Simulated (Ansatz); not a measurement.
Single points on the cluster Na₅O₃.

```yaml
crystal:
  periodic: [false, false, false]
  atoms:
    - {symbol: Na, position_ang: [-2.943535, 0.542059, 1.484901]}
    - {symbol: Na, position_ang: [-0.481225, -0.772919, -0.958695]}
    - {symbol: Na, position_ang: [0.671223, 0.822803, 0.763280]}
    - {symbol: Na, position_ang: [2.554741, 0.882814, -2.515892]}
    - {symbol: Na, position_ang: [-1.102103, -1.907335, 2.527800]}
    - {symbol: O, position_ang: [0.758044, 1.004028, -1.447510]}
    - {symbol: O, position_ang: [-1.116668, -0.388690, 1.097410]}
    - {symbol: O, position_ang: [1.659502, -0.182770, -0.951295]}
basis:
  gaussian: {orbitals: def2-TZVP, initial_orbitals: start.molden}
magnetization: {spin_polarized: true, initial_magnetization: 1}
hamiltonian: {xc: {name: B2PLYP}}
scf: {omitted_lower_state_checks: [starts]}
```

The file start.molden holds the orbitals of an earlier run on this structure, at another level or in another basis.

```sh
$ ansatz run in.yaml --threads 4 --pin off --events-out ev --progress --plain --max-ram 4787MiB
```

Output, abridged:

```
Functional definition: B2PLYP
2044 factors; integrals over basis functions are off by at most 8.7e-4 eV
mean field evaluation 1: about -28199.0317 eV, gradient 7.7e0 eV
mean field evaluation 2: about -28199.1407 eV, gradient 2.1e-1 eV
mean field evaluation 4: about -28199.1842 eV, gradient 7.0e-3 eV
mean field evaluation 8: about -28199.1842 eV, gradient 2.3e-6 eV
mean field -28199.18423806 eV, -1036.3009066550 hartree, gradient 2.4e-6 eV, S^2 0.752003; 0 other end points of the search recorded, 0 dependent functions left out
8 core orbitals not correlated: weight in the atoms' cores, before any rotation towards them, 1.000 or more for the frozen orbitals, at most 0.000 for the correlated occupied ones
reference -28199.18442158 eV, -1036.3009133994 hartree; 32, 31 occupied and 213, 214 virtual orbitals, 2044 factors
second order -52.88022297 eV of doubles, -0.00000000 eV of singles
Total energy: -28213.46208178 eV, -1036.8256077341 hartree
Checks for a lower state left out: starts
```

Hardware: 4 threads of Arm Neoverse V1 on a shared host. Wall time 24 s, peak host memory 1.1 GiB.

First input, but with `gaussian: {orbitals: def2-SVP, initial_orbitals: start.molden}`, `hamiltonian: {xc: pbe0, dispersion: d4}`, `output: {orbitals: {seedname: orbitals}}` (abridged; 6.5 s):

```
Functional definition: PBE0
mean field -28190.40714795 eV, -1035.9783545430 hartree, gradient 2.2e-5 eV, S^2 0.752143
Total energy: -28190.52549329 eV, -1035.9827036540 hartree
Checks for a lower state left out: starts
```

First input, but with `hamiltonian: {xc: pbe, dispersion: d4}`, `output: {forces: true, orbitals: {seedname: orbitals}}` (abridged; 12 s):

```
Functional definition: PBE
mean field -28204.61981944 eV, -1036.5006605865 hartree, gradient 2.4e-5 eV, S^2 0.751855
Total energy: -28204.75714021 eV, -1036.5057070317 hartree
Atom 0 force    -0.088813     0.042817     0.018069 eV/Å
Atom 1 force    -0.161402    -0.164216    -0.098711 eV/Å
Atom 2 force     0.050134     0.128406     0.215927 eV/Å
Atom 3 force     0.101752     0.034164    -0.102280 eV/Å
Atom 4 force    -0.000272    -0.074096     0.066786 eV/Å
Atom 5 force    -0.117619     0.257524    -0.161179 eV/Å
Atom 6 force    -0.025637    -0.009098     0.024336 eV/Å
Atom 7 force     0.241858    -0.215501     0.037052 eV/Å
Dipole moment:     0.935384     0.320036    -0.923304 e Å
Checks for a lower state left out: starts
```

As the first input, with `gaussian: {orbitals: def2-SVP, initial_orbitals: start.molden}`, `correlation: {method: ccsd_t}`, `scf: {omitted_lower_state_checks: [starts, cluster_reference]}`, `output: {orbitals: {seedname: orbitals}}` and without the key `hamiltonian` (abridged; 2.5 min):

```
Functional definition: HF
mean field evaluation 16: about -28120.4912 eV, gradient 4.1e-4 eV
mean field -28120.49121466 eV, -1033.4089913854 hartree, gradient 6.0e-6 eV, S^2 0.917392
8 core orbitals not correlated: weight in the atoms' cores, before any rotation towards them, 1.000 or more for the frozen orbitals, at most 0.000 for the correlated occupied ones
second order -17.03242349 eV of doubles, -0.00000000 eV of singles
cycle   1  -16.25924424 eV  change    7.7e-1 eV  update   2.1e-1
cycle   2  -16.95317395 eV  change   -6.9e-1 eV  update   1.0e-1
cycle   3  -17.27976745 eV  change   -3.3e-1 eV  update   6.3e-2
cycle   4  -17.42320402 eV  change   -1.4e-1 eV  update   3.2e-2
cycle   5  -17.41981978 eV  change    3.4e-3 eV  update   1.5e-2
cycle   6  -17.43421705 eV  change   -1.4e-2 eV  update   8.1e-3
cycle   7  -17.44464292 eV  change   -1.0e-2 eV  update   3.5e-3
cycle   8  -17.44771978 eV  change   -3.1e-3 eV  update   1.9e-3
cycle   9  -17.44814179 eV  change   -4.2e-4 eV  update   1.0e-3
cycle  10  -17.44865033 eV  change   -5.1e-4 eV  update   5.6e-4
cycle  11  -17.44896451 eV  change   -3.1e-4 eV  update   3.2e-4
cycle  12  -17.44875112 eV  change    2.1e-4 eV  update   1.9e-4
cycle  13  -17.44887125 eV  change   -1.2e-4 eV  update   1.0e-4
cycle  14  -17.44880864 eV  change    6.3e-5 eV  update   6.2e-5
cycle  15  -17.44876405 eV  change    4.5e-5 eV  update   3.8e-5
cycle  16  -17.44873834 eV  change    2.6e-5 eV  update   2.3e-5
perturbative correction -0.62111128 eV, -0.0228254184 hartree
Total energy: -28138.56106428 eV, -1034.0730461106 hartree
Checks for a lower state left out: starts, cluster_reference
```

The first input with `hamiltonian: {xc: r2scan, dispersion: d4}`, `output: {orbitals: {seedname: orbitals}}` (abridged; 18 s):

```
Functional definition: r2SCAN
mean field -28219.58161118 eV, -1037.0504962914 hartree, gradient 4.1e-5 eV, S^2 0.754742
Total energy: -28219.61399409 eV, -1037.0516863416 hartree
Checks for a lower state left out: starts
```

First input, but with `correlation: {method: mp2}`, `output: {orbitals: {seedname: orbitals}}` and without the key `hamiltonian` (abridged; 19 s):

```
Functional definition: HF
mean field -28135.81552342 eV, -1033.9721493449 hartree, gradient 6.9e-6 eV, S^2 0.940581
8 core orbitals not correlated: weight in the atoms' cores, before any rotation towards them, 1.000 or more for the frozen orbitals, at most 0.000 for the correlated occupied ones
second order -43.87759746 eV of doubles, -0.00000000 eV of singles
Total energy: -28179.69312088 eV, -1035.5846213104 hartree
Checks for a lower state left out: starts
```

The first input with `gaussian: {orbitals: STO-3G}`, `hamiltonian: {xc: hf}`, `output: {orbitals: {seedname: orbitals}}` (abridged; 0.7 s):

```
Functional definition: HF
mean field evaluation 16: about -27768.3844 eV, gradient 3.2e-1 eV
mean field -27768.44964943 eV, -1020.4717024853 hartree, gradient 7.9e-6 eV, S^2 1.001939
Total energy: -27768.44964943 eV, -1020.4717024853 hartree
Checks for a lower state left out: starts
```

Geometry: r2SCAN-D4/def2-SVP.

Correlated methods freeze 8 core orbitals; core or outer-core shells of Na are correlated, in sets that lack core-valence functions. The structure holds 1 bond(s) between oxygen atoms. At CCSD(T)/def2-SVP, MP2/def2-TZVP, HF/STO-3G the charge 0 doublet is spin-contaminated (final ⟨S²⟩ up to 1.00, 0.75 for a pure state). At HF/STO-3G the highest occupied level of the charge 0 doublet lies above zero (up to 7.29 eV). In Hartree–Fock with STO-3G the lack of diffuse functions raises the level. Another isomer (doublet) lies 0.05 eV lower at PBE0-D4/def2-TZVP; other spin states weren't run for this one.
